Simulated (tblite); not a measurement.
Species: C5H7F3O.
Z-matrix (Å and degrees, GFN2-xTB geometry), rows numbered from 1:
```
C 
C   1  1.5256
C   2  1.5379  1  111.39
F   3  1.3789  2  108.97  1    57.12
C   3  1.5369  2  111.06  1   176.60
F   5  1.3652  3  110.96  2   167.96
C   3  1.5215  2  109.41  1   -62.68
O   7  1.1798  3  126.39  2   -61.24
F   7  1.3408  3  112.62  2   117.59
H   1  1.0873  2  110.42  3   -56.00
H   1  1.0865  2  109.91  3  -175.71
H   1  1.0879  2  110.86  3    64.40
H   2  1.0906  1  110.37  3  -120.19
H   2  1.0915  1  109.90  3   119.71
H   5  1.0935  3  110.26  2    49.25
H   5  1.0945  3  109.73  2   -73.67
```

Calculated harmonic vibrations of the isolated species, GFN2-xTB (tblite), most abundant isotopes, no scaling. Errors from tens to a few hundred cm⁻¹ against measured bands are possible. One conformer, not necessarily the lowest.

Harmonic wavenumbers (cm⁻¹): 38.1, 71.7, 84.3, 141.3, 163.2, 202.0, 231.9, 292.0, 331.3, 367.9, 488.6, 513.5, 552.7, 703.3, 742.2, 815.8, 893.2, 979.2, 1018.2, 1030.2, 1067.8, 1084.2, 1110.8, 1149.9, 1169.0, 1215.6, 1270.4, 1300.4, 1324.5, 1409.3, 1418.4, 1457.8, 1492.8, 1494.3, 1857.5, 2963.5, 2972.2, 2992.7, 3003.0, 3040.9, 3051.4, 3055.5.

A = 1919, B = 1447, C = 1190 MHz; mass 140.045 u (most abundant isotopes); point group C1, symmetry number 1.

**Question.** What is the zero-point energy?

**Answer.** Half the sum of the wavenumbers: 25281 cm⁻¹ = 72.28 kcal/mol.

**Question.** What is S at 298.15 K and 1 bar for an ideal gas of classical rigid rotors and harmonic oscillators?

**Answer.** Translation 40.75, rotation 28.97, vibration 29.85: S = 99.6 cal/(mol K).

**Question.** And Cp and H(298.15 K) − H(0)?

**Answer.** Cp = 36.01 cal/(mol K), of which vibrations give 28.06 (their classical limit is 42 R = 83.5); H(298.15 K) − H(0) = 6.89 kcal/mol without the zero-point energy, 4.52 from vibrations.

**Question.** Which modes carry the vibrational entropy at 298.15 K?

**Answer.** 38.1 cm⁻¹: 5.36; 71.7 cm⁻¹: 4.11; 84.3 cm⁻¹: 3.79; 141.3 cm⁻¹: 2.79; 163.2 cm⁻¹: 2.51; 202.0 cm⁻¹: 2.11 cal/(mol K); the other 36 give 9.18 together.

**Question.** How do the functions run with temperature in this model?

**Answer.** 
```tsv
T (K)	S (cal/(mol K))	Cp (cal/(mol K))	H − H(0) (kcal/mol)	G − H(0) (kcal/mol)	ln q(vib)
150	79.4	24.0	2.45	-9.47	3.43
250	93.6	32.0	5.25	-18.15	6.15
400	111.3	44.1	10.97	-33.54	9.94
600	131.7	56.7	21.14	-57.90	14.68
900	157.2	68.5	40.08	-101.37	21.18
```

q(vib) and H(0) count from the zero-point level.

**Question.** Blend soft modes into free rotors: weight 1/[1 + (100 cm⁻¹/ν̃)⁴] for the oscillator and the rest for a rotor with moment μB/(μ + B), μ = h/(8π²ν), B = 10⁻⁴⁴ kg m². What vibrational entropy results?

**Answer.** 27.05 cal/(mol K) in place of 29.85, which changes −T·S at 298.15 K by +0.83 kcal/mol.

**Question.** What must be added to the electronic energy to get the Gibbs energy at 298.15 K and 1 bar?

**Answer.** ZPE + [H(298.15 K) − H(0)] − T·S = 72.28 + 6.89 − 29.68 = 49.49 kcal/mol.

Hindered rotation and anharmonicity are outside this model. Other conformers, if any are populated, would add a mixing term that is left out. The structure is chiral; the term R ln 2 for an equal mix with its mirror image is left out.
